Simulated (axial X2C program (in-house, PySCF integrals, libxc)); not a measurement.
## LiZn⁺: cheaper levels and CCSD(T), 2c

All values were computed with an axial X2C code built on PySCF integrals. Two-component (2c) means X2C with spin–orbit coupling and atomic mean-field two-electron Coulomb and Gaunt terms. Basis: Zn dyall-cv3z [9s10p6d3f2g], Li dyall-cv3z [7s8p2d] (cores contracted in-house); Gaussian nuclei, density fitting, unrestricted open shells. Masses: Zn 63.929 u, Li 7.016 u.

State: Ω = 0 (closed shell); fragments Zn + Li+.

```json
{"level": "PBE0", "Re (Å)": "2.668", "ωe (cm⁻¹)": "257.7", "De (eV)": "0.654"}
{"level": "HF", "Re (Å)": "2.778", "ωe (cm⁻¹)": "242.7", "De (eV)": "0.628"}
{"level": "MP2", "Re (Å)": "2.702", "ωe (cm⁻¹)": "247.5", "De (eV)": "0.561"}
{"level": "CCSD", "Re (Å)": "2.724", "ωe (cm⁻¹)": "246.0", "De (eV)": "0.568"}
{"level": "TPSSh", "Re (Å)": "2.659", "ωe (cm⁻¹)": "260.3", "De (eV)": "0.675"}
```

Correlated methods: 12 electrons correlated (number of frozen shells: Zn 3 s, 2 p; Li 1 s), 222 virtual spin orbitals or spinors in MP2, 90 natural virtuals in coupled cluster.

CCSD(T), same Hamiltonian and basis:

Re = 2.718 Å, ωe = 246.3 cm⁻¹, De = 0.56 eV; T1 = 0.018 (Lee–Taylor normalisation).

Problem. Give the differences from CCSD(T) in the columns below.

Solution. 

```
level  ΔRe (Å)  Δωe (cm⁻¹)  ΔDe (eV)
 PBE0   -0.050        11.4      0.09
   HF    0.060        -3.6      0.07
  MP2   -0.016         1.2      0.00
 CCSD    0.006        -0.3      0.01
TPSSh   -0.059        14.0      0.12
```

The state is a single determinant with fixed occupations, the lowest that a limited PBE0 search found. Dissociation energies refer to the lowest single-determinant-based atoms at the same level and basis. CCSD and (T) use frozen natural virtuals with an MP2 correction for the truncation; (T) itself is uncorrected, so its De runs slightly low.
